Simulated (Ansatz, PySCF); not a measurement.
Process, species as SMILES: CN (CH5N) [methanamine] → C[NH] + H atom (the H-N bond at the site shown breaks; other sites are not compared here)
Each molecule is optimised on its own at B3LYP-D3(BJ)/def2-TZVP (Ansatz, a first-principles code).

Property: bond dissociation energy (0 K, with B3LYP-D3(BJ) harmonic zero-point energies from PySCF), in eV. Correlated levels leave the core frozen unless marked. UHF or UKS for open shells. Spin-orbit coupling is left out. Non-relativistic. CBS(X,Y): correlation extrapolated as X^-3; Hartree-Fock from the larger set. [CCSD(T)-MP2]/basis is that difference in the basis named.

```csv
level,program,bond dissociation energy (eV)
SCS-MP2/aug-cc-pVDZ,Ansatz,4.11
"RI-MP2/CBS(aug-cc-pVTZ,aug-cc-pVQZ)+[CCSD(T)-MP2]/aug-cc-pVTZ",Ansatz,…
```

### Question
Fill in the missing entries.

### Answer

- RI-MP2/CBS(aug-cc-pVTZ,aug-cc-pVQZ)+[CCSD(T)-MP2]/aug-cc-pVTZ, bond dissociation energy (eV): 4.28
